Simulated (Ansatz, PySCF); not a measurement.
The pair A = C3H9Al (SMILES [CH3][Al]([CH3])[CH3]) (first 13 atoms), B = H2O (SMILES O); geometry from B3LYP-D3(BJ)/def2-TZVP.
(charge 0, multiplicity 1):
```
atom    x (Å)    y (Å)    z (Å)
----  -------  -------  -------
C      0.0047   0.6551  -1.1018
Al     0.1532  -0.0714   0.7356
C      1.9329  -0.0929   1.5787
C     -1.1579  -1.4462   1.2985
H      0.4620  -0.0261  -1.8273
H      0.5236   1.6129  -1.2239
H     -1.0313   0.7967  -1.4295
H      1.8804  -0.2545   2.6598
H      2.4831   0.8389   1.4146
H      2.5535  -0.8985   1.1716
H     -1.2261  -1.5482   2.3879
H     -0.8699  -2.4343   0.9242
H     -2.1694  -1.2610   0.9202
O     -0.7645   1.5233   1.6862
H     -1.5602   1.2433   2.1573
H     -1.0238   2.2076   1.0555
```

Correlated levels freeze the cores. CBS: X⁻³ extrapolation of the correlation energy, Hartree–Fock from the larger set. MP2 and its Hartree–Fock in aug-cc-pV(T+d)Z are density fitted.

Run with Ansatz (an electronic-structure program); PySCF for the dispersion terms. Values without a source in brackets are computed.

The monomers are drawn apart, rigid, along the line of their centres of mass. Counterpoise-corrected interaction energies (kcal/mol):

| level | R = 3.127 Å | R = 3.955 Å |
|---|---|---|
| PBE/def2-TZVPPD | -8.1048 | -2.9851 |
| PBE-D3(BJ)/def2-TZVPPD | -9.1612 | -3.4895 |
| wB97M-V/def2-TZVPPD | -9.6817 | -3.5658 |
| MP2/CBS(aug-cc-pV(D+d)Z, aug-cc-pV(T+d)Z) + ΔCCSD(T)/aug-cc-pV(D+d)Z | -9.3490 | -3.5677 |

Q: R is the distance of the centres of mass. Find the local exponent m of E ∝ R⁻ᵐ between the two points.

A: 
m = ln(E₁/E₂)/ln(R₂/R₁): PBE/def2-TZVPPD 4.3; PBE-D3(BJ)/def2-TZVPPD 4.1; wB97M-V/def2-TZVPPD 4.3; MP2/CBS(aug-cc-pV(D+d)Z, aug-cc-pV(T+d)Z) + ΔCCSD(T)/aug-cc-pV(D+d)Z 4.1. For scale, two fixed dipoles give m = 3, dipole and quadrupole 4, quadrupoles 5, and dispersion or dipole-induced dipole 6 at long range; at these distances several terms mix, and what is left of overlap and damping shifts m, so it need not match one of them.
